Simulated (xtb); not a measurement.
HCu, charge +1, doublet, from a rough starting geometry (GFN-xTB shapes and energies of metal compounds can be far from the true ones) (the multiplicity is a formal guess); GFN2-xTB (xtb).

Here is a job for xtb.
```
$ xtb mol.xyz --gfn 2 --chrg 1 --uhf 1 --opt vtight --json

# file mol.xyz
2

Cu     0.32643812     0.12584899    -0.55755329
H     -0.44536653    -0.10354856     0.58978335
```

Task: Predict the main parts of the log of this xtb run.

Result: 
```
   ID    Z sym.   atoms
    1   29 Cu     1
    2    1 H      2

           -------------------------------------------------
          |                Calculation Setup                |
           -------------------------------------------------

           -------------------------------------------------
          |                 G F N 2 - x T B                 |
           -------------------------------------------------

          ...................................................
          :                      SETUP                      :
          :.................................................:
          :  # basis functions                  11          :
          :  # atomic orbitals                  10          :
          :  # shells                            4          :
          :  # electrons                        11          :
          :  max. iterations                   250          :
          :  Hamiltonian                  GFN2-xTB          :
          :  restarted?                      false          :
          :  GBSA solvation                  false          :
          :  PC potential                    false          :
          :  electronic temp.          300.0000000     K    :
          :  accuracy                    1.0000000          :
          :  -> integral cutoff          0.2500000E+02      :
          :  -> integral neglect         0.1000000E-07      :
          :  -> SCF convergence          0.1000000E-05 Eh   :
          :  -> wf. convergence          0.1000000E-03 e    :
          :  Broyden damping             0.4000000          :
          :  net charge                          1          :
          :  unpaired electrons                  1          :
          ...................................................

 iter      E             dE          RMSdq      gap      omega  full diag
   1     -3.8562307 -0.385623E+01  0.973E+00    7.54       0.0  T
   2     -3.8577410 -0.151030E-02  0.652E+00    7.51       1.0  T
   3     -3.8589072 -0.116625E-02  0.971E-01    7.39       1.0  T
   4     -3.8590406 -0.133384E-03  0.668E-01    7.40       1.0  T
   5     -3.8590605 -0.199374E-04  0.164E-01    7.41       1.0  T
   6     -3.8590627 -0.217512E-05  0.918E-02    7.41       1.0  T
   7     -3.8590681 -0.532629E-05  0.128E-02    7.42       5.5  T
   8     -3.8590681 -0.802113E-07  0.409E-03    7.42      17.3  T
   9     -3.8590681 -0.900788E-08  0.527E-05    7.42    1341.9  T
  10     -3.8590681 -0.130562E-11  0.965E-06    7.42    7325.4  T

   *** convergence criteria satisfied after 10 iterations ***

         :::::::::::::::::::::::::::::::::::::::::::::::::::::
         ::                     SUMMARY                     ::
         :::::::::::::::::::::::::::::::::::::::::::::::::::::
         :: total energy              -3.852262636244 Eh    ::
         :: gradient norm              0.019411223615 Eh/a0 ::
         :: HOMO-LUMO gap              7.420440144313 eV    ::
         ::.................................................::
         :: SCC energy                -3.859068139602 Eh    ::
         :: -> isotropic ES            0.164120653856 Eh    ::
         :: -> anisotropic ES         -0.002224288922 Eh    ::
         :: -> anisotropic XC         -0.013617261003 Eh    ::
         :: -> dispersion             -0.000142235281 Eh    ::
         :: repulsion energy           0.006805503358 Eh    ::
         :: add. restraining           0.000000000000 Eh    ::
         :: total charge               1.000000000002 e     ::
         :::::::::::::::::::::::::::::::::::::::::::::::::::::

      -----------------------------------------------------------
     |                   =====================                   |
     |                        A N C O P T                        |
     |                   =====================                   |
     |               Approximate Normal Coordinate               |
[...]
 * total energy  :    -3.8522626 Eh     change       -0.4662937E-13 Eh
 * total energy  :    -3.8527539 Eh     change       -0.4912667E-03 Eh
 * total energy  :    -3.8531601 Eh     change       -0.4062328E-03 Eh
 * total energy  :    -3.8531763 Eh     change       -0.1619338E-04 Eh
 * total energy  :    -3.8531766 Eh     change       -0.2869319E-06 Eh
 * total energy  :    -3.8531767 Eh     change       -0.7357820E-07 Eh
   *** GEOMETRY OPTIMIZATION CONVERGED AFTER 6 ITERATIONS ***
[...]
         ::                     SUMMARY                     ::
         :::::::::::::::::::::::::::::::::::::::::::::::::::::
         :: total energy              -3.853176689607 Eh    ::
         :: gradient norm              0.000000751979 Eh/a0 ::
         :: HOMO-LUMO gap              7.370647892898 eV    ::
         ::.................................................::
         :: SCC energy                -3.856972811372 Eh    ::
         :: -> isotropic ES            0.161392854263 Eh    ::
         :: -> anisotropic ES         -0.002690916309 Eh    ::
         :: -> anisotropic XC         -0.015340928510 Eh    ::
         :: -> dispersion             -0.000137860356 Eh    ::
         :: repulsion energy           0.003796121766 Eh    ::
         :: add. restraining           0.000000000000 Eh    ::
         :: total charge               1.000000000008 e     ::
         :::::::::::::::::::::::::::::::::::::::::::::::::::::

           -------------------------------------------------
          |                Property Printout                |
           -------------------------------------------------

    * Orbital Energies and Occupations

         #    Occupation            Energy/Eh            Energy/eV
      -------------------------------------------------------------
         1        2.0000           -0.7714746             -20.9929
         2        2.0000           -0.7426322             -20.2080
         3        2.0000           -0.7426322             -20.2080
         4        2.0000           -0.7270057             -19.7828
         5        2.0000           -0.7270057             -19.7828
         6        1.0000           -0.7032450             -19.1363 (HOMO)
         7                         -0.4323787             -11.7656 (LUMO)
         8                         -0.3259308              -8.8690
         9                         -0.3259308              -8.8690
        10                          0.2703603               7.3569
      -------------------------------------------------------------
                  HL-Gap            0.2708663 Eh            7.3706 eV
             Fermi-level           -0.6413040 Eh          -17.4508 eV

     #   Z          covCN         q      C6AA      α(0)
     1  29 Cu       0.901     0.887   136.695    26.695
     2   1 H        0.901     0.113     1.674     2.024

 Mol. C6AA /au·bohr⁶  :        167.222427
 Mol. C8AA /au·bohr⁸  :      12127.832465
 Mol. α(0) /au        :         28.719737

Wiberg/Mayer (AO) data.
largest (>0.10) Wiberg bond orders for each atom

 ---------------------------------------------------------------------------
     #   Z sym  total        # sym  WBO       # sym  WBO       # sym  WBO
 ---------------------------------------------------------------------------
     1  29 Cu   0.890 --     2 H    0.890
     2   1 H    0.890 --     1 Cu   0.890
 ---------------------------------------------------------------------------

Topologies differ in total number of bonds
Writing topology from bond orders to xtbtopo.mol

molecular dipole:
                 x           y           z       tot (Debye)
 q only:        0.483       0.198      -0.854
   full:        0.956       0.338      -1.557       4.723
molecular quadrupole (traceless):
                xx          xy          yy          xz          yz          zz
 q only:       -0.187       0.249      -0.802      -1.147      -0.411       0.989
  q+dip:       -0.423       0.684      -2.231      -3.226      -1.086       2.654
   full:       -0.360       0.496      -1.592      -2.287      -0.807       1.952

optimized geometry written to: xtbopt.xyz

           -------------------------------------------------
          | TOTAL ENERGY               -3.853176689607 Eh   |
          | GRADIENT NORM               0.000000751979 Eh/α |
          | HOMO-LUMO GAP               7.370647892898 eV   |
           -------------------------------------------------

normal termination of xtb
```
